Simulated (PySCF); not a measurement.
C7H9O2 (doublet state).
Z-matrix (Å and degrees, GFN2-xTB geometry), rows numbered from 1:
```
C 
C   1  1.3706
C   2  1.3645  1  124.20
C   3  1.4614  2  149.56  1   179.45
C   4  1.5139  3  121.78  2    73.11
C   3  1.4599  2  147.66  1     0.73
O   6  1.4253  3  118.67  4  -106.62
C   7  1.3164  6  117.55  3  -156.40
O   8  1.1967  7  127.45  6     0.95
H   1  1.0752  2  120.88  3     0.07
H   1  1.0740  2  121.29  3   179.78
H   2  1.0842  1  118.92  3  -179.54
H   4  1.0872  3  116.67  6   105.37
H   5  1.0870  4  110.25  3    33.59
H   5  1.0879  4  110.14  3   -86.23
H   5  1.0879  4  110.35  3   153.81
H   6  1.0868  3  121.22  4   108.03
H   8  1.1041  7  108.40  6  -179.29
```

The hyperfine couplings belong to this conformer and change with its torsions.

As a line formula: `O(C=O)[C@@H]1[C]([C@H]1C)C=C` [radical].

Method used: UKS B3LYP, pcH-1 on C H O, non-relativistic, mean-field spin-orbit, GIAO (PySCF). The structure is a single GFN2-xTB conformer in the gas phase; no vibrational or solvent corrections. Couplings are sensitive to structure, and on GFN2-xTB geometries they can be far from those on DFT ones. The SCF solution wasn't tested for stability. ⟨S²⟩ is 0.776 where a pure state has 0.75.

(1) The isotropic 13C couplings are +63.6, +54.3, -47.3, +35.4, -20.6, -11.1, -1.2 MHz. Assign them to C1; C2; C3; C4; C5; C6; C8.

(2) The isotropic 17O couplings are -14.5, -0.7 MHz. Assign them to O7; O9.

Results:

(1) 
```csv
site,a_iso (MHz),ρ(0) (bohr⁻³),position,distance from C1 (Å),spin population,largest |T| (MHz)
C1,+54.3,+0.0483,largest spin population,0.00,+0.67,100.0
C2,-47.3,-0.0421,1 bond from C3,1.37,-0.25,28.6
C3,+63.6,+0.0565,a main spin site,2.42,+0.61,102.2
C4,-20.6,-0.0184,1 bond from C3,3.88,-0.04,3.1
C5,+35.4,+0.0315,2 bonds from C3,4.84,+0.03,6.1
C6,-11.1,-0.0099,1 bond from C3,3.39,-0.03,3.8
C8,-1.2,-0.0011,3 bonds from C3,4.87,0.00,0.8
```

(2) 
| site | a_iso (MHz) | ρ(0) (bohr⁻³) | position | distance from C1 (Å) | spin population | largest \|T\| (MHz) |
| --- | --- | --- | --- | --- | --- | --- |
| O7 | -14.5 | +0.0240 | 2 bonds from C3 | 3.95 | +0.01 | 6.1 |
| O9 | -0.7 | +0.0012 | 4 bonds from C3 | 5.32 | 0.00 | 2.1 |

ρ(0) is the spin density at the nucleus and T the dipolar tensor; entries for several nuclei are means. The Mulliken spin populations are largest on C1 (+0.67), C3 (+0.61) and C2 (-0.25). The angles at C1 add up to 360.0°, so it is planar; its axial dipolar tensor and the negative couplings of its protons fit spin in a p orbital normal to that plane. Main spin sites, with 60 % or more of the largest population: C1, C3; positions count bonds from the nearest.

The spin density at the nucleus, in bohr⁻³, is negative for C2 (-0.0421), C4 (-0.0184) and C6 (-0.0099), for instance. A restricted open-shell determinant has no negative spin density anywhere; here it arises because α and β orbitals differ (spin polarisation).

Class means assume fast exchange of nuclei equivalent by connectivity; if that motion is slow, each nucleus keeps its own coupling.
